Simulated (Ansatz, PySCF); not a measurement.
Input for PySCF:
```python
from pyscf import gto, scf, dft

mol = gto.M(
    atom='''
La    0.08516068   -0.26779560   -0.67267902
Cl   -2.04644296   -0.84818033    0.49246893
Cl    0.26146290    2.04915232    0.33491522
Cl    1.49944132   -0.30306911    1.42806902
''',
    basis='def2-svp',
    ecp={'La': 'def2-svp'},
    spin=2,
    verbose=4,
)

mf = dft.UKS(mol)
mf.xc = 'r2scan'
mf.grids.atom_grid = (99, 590)
mf.grids.prune = None
mf.kernel()
```

**Question.** Convert this to an input for Ansatz (a quantum-chemistry and plane-wave program).

**Answer.** This is not unique; one that fits is 
Ansatz 0.2 input:
```yaml
crystal:
  periodic: [false, false, false]
  atoms:
    - {symbol: La, position_ang: [0.08516068, -0.26779560, -0.67267902]}
    - {symbol: Cl, position_ang: [-2.04644296, -0.84818033, 0.49246893]}
    - {symbol: Cl, position_ang: [0.26146290, 2.04915232, 0.33491522]}
    - {symbol: Cl, position_ang: [1.49944132, -0.30306911, 1.42806902]}
basis:
  gaussian:
    orbitals: def2-SVP
hamiltonian:
  xc: r2scan
magnetization: {spin_polarized: true, initial_magnetization: 2}
accuracy: high
```

Both were run: PySCF gave -1411.764012 Eh and Ansatz -1411.764064 Eh, 0.053 mEh apart.
